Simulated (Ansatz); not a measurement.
C₂H₆AuClS, charge -1, doublet, at the geometry of the source list (the multiplicity is a formal guess) (core potentials on Au) (a gas-phase anion, which may not be bound at this level). Base run: Ansatz (a first-principles code) with HF/def2-SV(P).

Ansatz was given this input:
Ansatz 0.2 input:
```yaml
crystal:
  periodic: [false, false, false]
  atoms:
    - {symbol: Au, position_ang: [1.61860000, -1.58070000, 0.01030000]}
    - {symbol: Cl, position_ang: [3.69980000, -2.33190000, 0.39400000]}
    - {symbol: C, position_ang: [-0.21670000, 0.79500000, -1.33070000]}
    - {symbol: S, position_ang: [-0.54120000, -0.71430000, -0.36290000]}
    - {symbol: C, position_ang: [-0.95800000, 0.05260000, 1.23660000]}
    - {symbol: H, position_ang: [0.54380000, 1.39440000, -0.84120000]}
    - {symbol: H, position_ang: [-1.14600000, 1.34890000, -1.42720000]}
    - {symbol: H, position_ang: [0.13020000, 0.47760000, -2.30840000]}
    - {symbol: H, position_ang: [-0.14980000, 0.69980000, 1.56060000]}
    - {symbol: H, position_ang: [-1.09920000, -0.75350000, 1.94880000]}
    - {symbol: H, position_ang: [-1.88160000, 0.61220000, 1.12010000]}
basis:
  gaussian:
    orbitals: def2-SV_P_.json
hamiltonian:
  xc: hf
total_charge: -1
magnetization: {spin_polarized: true, initial_magnetization: 1}
```
The basis file holds def2-SV(P) in the JSON format of the Basis Set Exchange.

The bond that is stretched is that between atoms 7 and 3. A test that says stable can miss a lower solution.

The base run was repeated with changes; each row names its change, and settings that it needs were set with it.

| change | ΔE vs base (eV) | <S^2> | stability test says |
|---|---|---|---|
| base | 0.00 | 0.765 | minimum |
| spin_polarized = on; lower_state_search = off | 0.00 | 0.765 | undecided (no full test) |
| spin_polarized = on; lower_state_search = standard | 0.00 | 0.765 | minimum |
| bond × 1.25 | 0.65 | 0.764 | minimum |
| spin_polarized = on; lower_state_search = off; bond × 1.25 | 0.65 | 0.764 | undecided (no full test) |
| spin_polarized = on; lower_state_search = standard; bond × 1.25 | 0.65 | 0.764 | minimum |
| bond × 1.5 | 1.03 | 0.763 | minimum |
| spin_polarized = on; lower_state_search = off; bond × 1.5 | 1.03 | 0.763 | undecided (no full test) |
| spin_polarized = on; lower_state_search = standard; bond × 1.5 | 1.03 | 0.763 | minimum |
| bond × 1.8 | 0.93 | 0.766 | minimum |
| spin_polarized = on; lower_state_search = off; bond × 1.8 | 0.93 | 0.766 | undecided (no full test) |
| spin_polarized = on; lower_state_search = standard; bond × 1.8 | 0.93 | 0.766 | minimum |
| bond × 2.2 | 0.99 | 0.769 | minimum |
| spin_polarized = on; lower_state_search = off; bond × 2.2 | 0.99 | 0.769 | undecided (no full test) |
| spin_polarized = on; lower_state_search = standard; bond × 2.2 | 0.99 | 0.769 | minimum |
| bond × 3.0 | 1.10 | 0.753 | minimum |
| spin_polarized = on; lower_state_search = off; bond × 3.0 | 1.10 | 0.753 | undecided (no full test) |
| spin_polarized = on; lower_state_search = standard; bond × 3.0 | 1.10 | 0.753 | minimum |

A gas-phase anion may not be bound at this level; its values then depend on the basis.

On stretching, the SCF can end on different states; <S^2> shows the spin contamination of each.
